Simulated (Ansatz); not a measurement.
Species: fluoro(triiodo)germane, sum formula GeI$_{3}$F (charge 0, singlet). 
Structure (B3LYP-D3(BJ)/def2-TZVP (Ansatz, a program for electronic structure) minimum search):
SMILES: [F][Ge]([I])([I])[I]
```xyz
5

F      0.0793    -0.0968     2.2189
Ge     0.0172    -0.0210     0.4816
I      2.1808    -0.9912    -0.3445
I     -1.9724    -1.3861    -0.2132
I     -0.2323     2.4064    -0.1099
```
Charge 0, spin multiplicity 1.

Quantity: atomisation energy (electronic, to ground-state atoms), in kcal/mol. Cores are frozen in the correlated levels unless marked. UHF or UKS for open shells. No spin-orbit coupling. The frozen core is the preceding noble-gas configuration, with the filled d and f shells of earlier blocks. Past Kr the def2 sets carry scalar-relativistic core potentials. STO-3G rows are all-electron and non-relativistic. The coupled-cluster limit lacks core correlation, which all-electron functionals hold. CBS(X,Y): correlation extrapolated as X^-3; Hartree-Fock from the larger set.

| level | program | atomisation energy (kcal/mol) |
|---|---|---|
| HF/def2-TZVPPD | Ansatz | 184.8 |

Task: Predict the CCSD(T)/CBS(def2-TZVPPD,def2-QZVPPD) result (Ansatz).

Result: 294.4 kcal/mol
